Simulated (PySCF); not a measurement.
**Pd⁺ (palladium, charge +1) across methods**

[Kr] 4d9, 2D determinant. All numbers are calculated (PySCF 2.14, scalar relativity by spin-free X2C-1e, in x2c-QZVPPall with one added diffuse shell each of s, p, d, f, g type (14s9p8d5f3g, 143 functions)).

| method | E (hartree) | mean ε 4p β (eV) | mean ε 4d α (eV) | mean ε 4d β (eV) | Σ⟨r²⟩ (bohr²) | ⟨S²⟩ |
| --- | --- | --- | --- | --- | --- | --- |
| PBE | -5044.62 | -62.056 | -14.967 | -14.291 | 36.09 | 0.756 |
| UHF | -5042.57207 | -75.963 | -21.138 | -20.104 | 35.25 | 0.757 |
| PBE0 | -5044.70 | -65.791 | -16.711 | -15.960 | 35.72 | 0.755 |
| r2SCAN | -5045.03 | -63.380 | -15.155 | -14.388 | 35.71 | 0.761 |
| LDA | -5039.68 | -62.272 | -15.211 | -14.543 | 36.14 | 0.753 |
